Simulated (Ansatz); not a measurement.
Isolated molecules relaxed with PBE0-D4/def2-TZVP in Ansatz; ΔE leaves out vibrations. CCSD(T)/CBS is frozen-core, at the limit of the def2 triple- and quadruple-zeta sets. DFT in def2-TZVPP. B3LYP here is the variant with VWN-RPA as its local correlation; programs differ in this. Open shells (•) are unrestricted, without spin–orbit coupling. Spin–orbit coupling would lower the free atoms: a little for B, C. One conformer a species, not always the lowest.

Reaction (atomization): `NC1BN1` → B• + C• + 5 H• + 2 N•

```json
{"level": "PBE-D4", "ΔE (kcal/mol)": "826.0", "difference from CCSD(T)/CBS": "34.4"}
{"level": "r2SCAN-D4", "ΔE (kcal/mol)": "796.9", "difference from CCSD(T)/CBS": "5.3"}
{"level": "B3LYP-D4", "ΔE (kcal/mol)": "802.9", "difference from CCSD(T)/CBS": "11.3"}
{"level": "B2PLYP", "ΔE (kcal/mol)": "791.1", "difference from CCSD(T)/CBS": "-0.5"}
{"level": "PBE", "ΔE (kcal/mol)": "823.0", "difference from CCSD(T)/CBS": "31.4"}
{"level": "PBE0", "ΔE (kcal/mol)": "802.2", "difference from CCSD(T)/CBS": "10.6"}
{"level": "MP2/def2-TZVPP", "ΔE (kcal/mol)": "783.4", "difference from CCSD(T)/CBS": "-8.2"}
{"level": "CCSD/def2-TZVPP", "ΔE (kcal/mol)": "753.1", "difference from CCSD(T)/CBS": "-38.5"}
{"level": "HF/def2-QZVPP", "ΔE (kcal/mol)": "542.6", "difference from CCSD(T)/CBS": "-249.0"}
{"level": "MP2/def2-QZVPP", "ΔE (kcal/mol)": "798.3", "difference from CCSD(T)/CBS": "6.7"}
{"level": "SCS-MP2/def2-QZVPP", "ΔE (kcal/mol)": "799.5", "difference from CCSD(T)/CBS": "7.9"}
{"level": "CCSD/def2-QZVPP", "ΔE (kcal/mol)": "766.6", "difference from CCSD(T)/CBS": "-25.0"}
{"level": "CCSD(T)/def2-QZVPP", "ΔE (kcal/mol)": "781.8", "difference from CCSD(T)/CBS": "-9.8"}
{"level": "HF/CBS(def2)", "ΔE (kcal/mol)": "542.8", "difference from CCSD(T)/CBS": "-248.8"}
{"level": "MP2/CBS(def2)", "ΔE (kcal/mol)": "808.4", "difference from CCSD(T)/CBS": "16.8"}
{"level": "CCSD/CBS(def2)", "ΔE (kcal/mol)": "775.6", "difference from CCSD(T)/CBS": "-16.0"}
{"level": "CCSD(T)/CBS", "ΔE (kcal/mol)": "791.6", "difference from CCSD(T)/CBS": "0"}
```

Largest T1 diagnostic among the species: 0.014.

In def2-TZVPP, CCSD(T) changes the Hartree–Fock value by +226.3 kcal/mol (the triples alone add +14.2 kcal/mol) and MP2 by +242.3 kcal/mol; breaking electron pairs costs correlation energy, which Hartree–Fock lacks. From PBE to PBE0 (25 % exact exchange), in def2-TZVPP and without D4, ΔE moves by −20.8 kcal/mol: exact exchange takes away binding that semilocal exchange gives to molecules.

CCSD(T)/CBS has its own doubt, a few kJ/mol and more with outer-core shells, so smaller differences from it don't rank the levels.
